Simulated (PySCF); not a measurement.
Species: C8H12P (charge -1).
SMILES with atom numbers: `[CH3:1][C:2]([CH3:3])([CH3:4])[c:5]1[cH:6][cH:7][p-:8][cH:9]1`

Geometry (GFN2-xTB, Å), atoms numbered from 1 in this order:
```
atom  x, y, z in Å
C1    -1.4592   -0.7765   -0.8132
C2    -0.6691    0.1373    0.1353
C3    -0.8674    1.5993   -0.2908
C4    -1.2318   -0.0330    1.5480
C5     0.8022   -0.2137    0.0665
C6     1.5436   -0.1367   -1.1251
C7     2.8612   -0.4983   -0.9692
P8     3.2452   -0.9533    0.6690
C9     1.5894   -0.6405    1.1193
H10   -2.5271   -0.5465   -0.7836
H11   -1.3185   -1.8169   -0.5259
H12   -1.1075   -0.6591   -1.8353
H13   -0.5056    1.7528   -1.3044
H14   -1.9222    1.8820   -0.2512
H15   -0.3055    2.2564    0.3703
H16   -2.2926    0.2268    1.5710
H17   -1.1210   -1.0634    1.8784
H18   -0.7029    0.6110    2.2469
H19    1.1303    0.1755   -2.0787
H20    3.5946   -0.5055   -1.7656
H21    1.2553   -0.7804    2.1377
```

NICS = −σ at a ghost point: NICS(0) at the centroid of the ring atoms, NICS(1) 1 Å to either side along the normal of their mean plane, zz for the tensor component along that normal. Level: GIAO PBE0/pcSseg-1 (PySCF, non-relativistic, gas phase) on the GFN2-xTB geometry, one conformer.

Ring bond lengths (Å), with Mayer bond orders in brackets: C5–C6 1.405 (1.32), C6–C7 1.375 (1.49), C7–P8 1.743 (1.28), P8–C9 1.744 (1.26), C9–C5 1.382 (1.53).

Question: Give the NICS values of each ring in ppm.

Answer: 
| ring | type | NICS(0) | NICS(1), two faces | NICS(1)zz, two faces | rms pucker (Å) | centre to ring atoms, mean (Å) |
| --- | --- | --- | --- | --- | --- | --- |
| C5–C6–C7–P8–C9 | 5-membered ring with P; formal bonds all aromatic | -12.6 | -11.3 / -11.3 | -29.5 / -29.5 | 0.00 | 1.30 |

Question: What do they say, and how far can they be read as aromaticity?

Answer: 
- C5–C6–C7–P8–C9: mean NICS(1)zz -29.5 ppm, shielded.

Question: How equal are the bonds by HOMA? HOMA = 1 − mean of α(R − Ropt)² over the ring bonds, with Krygowski's 1993 parameters (CC: Ropt 1.388 Å, α 257.7 Å⁻²; CP: Ropt 1.698 Å, α 118.91 Å⁻²).

Answer: 
- C5–C6–C7–P8–C9: HOMA 0.87; the largest term is that of P8–C9, α(R − Ropt)² = 0.25.

Question: List the ring angles and the Hirshfeld charges of the ring atoms.

Answer: 
- C5–C6–C7–P8–C9: C5 111.2° (-0.063 e), C6 113.3° (-0.140 e), C7 112.7° (-0.203 e), P8 89.2° (-0.240 e), C9 113.5° (-0.198 e); sum 540.0° against 540° for a flat convex ring.
